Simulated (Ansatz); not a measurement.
A run for Ansatz (a quantum-chemistry and plane-wave program): U-PBE/def2-TZVPP on HfP, 2S+1 = 4, a spin state set in the input, which need not be the lowest, a point of a bond scan (R = 2.352 Å). Elements past Kr take the def2 small-core potentials; no spin–orbit coupling.

Ansatz 0.2 input:
```yaml
crystal:
  periodic: [false, false, false]
  atoms:
    - {symbol: Hf, position_ang: [0.00000000, 0.00000000, 0.00000000]}
    - {symbol: P, position_ang: [0.00000000, 0.00000000, 2.35210100]}
basis:
  gaussian:
    orbitals: def2-TZVPP
    pivot_positions_ang: [[0.00000000, 0.00000000, 0.00000000], [0.00000000, 0.00000000, 2.35210100]]
hamiltonian:
  xc: {name: PBE}
magnetization: {spin_polarized: true, initial_magnetization: 3}
output: {forces: true, orbitals: {seedname: ./end}}
```

The log:

```
WARN ansatz: RAYON_NUM_THREADS=1 ignored (pool sized by the plan → 1); use --threads N
Functional definition: PBE
integrals: 0.03 GiB planned
645 factors; their error is unknown
mean field: 0.29 GiB planned
mean field evaluation 1: about -10584.8055 eV, gradient 2.1e1 eV
mean field evaluation 2: about -10534.5778 eV, gradient 7.6e1 eV
mean field evaluation 4: about -10586.7403 eV, gradient 1.2e1 eV
mean field evaluation 8: about -10587.8311 eV, gradient 3.1e-2 eV
mean field evaluation 16: about -10587.8174 eV, gradient 6.2e-5 eV
mean field evaluation 32: about -10587.8233 eV, gradient 5.1e-5 eV
mean field evaluation 64: about -10587.8233 eV, gradient 1.4e-6 eV
mean field evaluation 96: about -10587.8233 eV, gradient 1.3e-4 eV
mean field evaluation 128: about -10587.4244 eV, gradient 1.4e0 eV
mean field evaluation 160: about -10587.8165 eV, gradient 6.0e-1 eV
mean field evaluation 192: about -10587.0384 eV, gradient 5.1e-2 eV
mean field -10587.82332132 eV, -389.0953303741 hartree, gradient 2.5e-8 eV, S^2 3.759631; 13 other end points of the search recorded, 0 dependent functions left out
the calculation of the forces begins
reference -10587.82335542 eV, -389.0953316274 hartree; 15, 12 occupied and 83, 86 virtual orbitals, 645 factors
Total energy: -10587.82335542 eV, -389.0953316274 hartree
Atom 0 at     0.000000     0.000000     0.000000 Å, force    -0.000000    -0.000000    -0.140621 eV/Å
Atom 1 at     0.000000     0.000000     2.352101 Å, force     0.000000     0.000000     0.140621 eV/Å
Dipole moment:    -0.000000    -0.000000    -0.895749 e Å
```

The calculation finished and met its thresholds.

Cost: about 19 core-seconds (a rough figure).
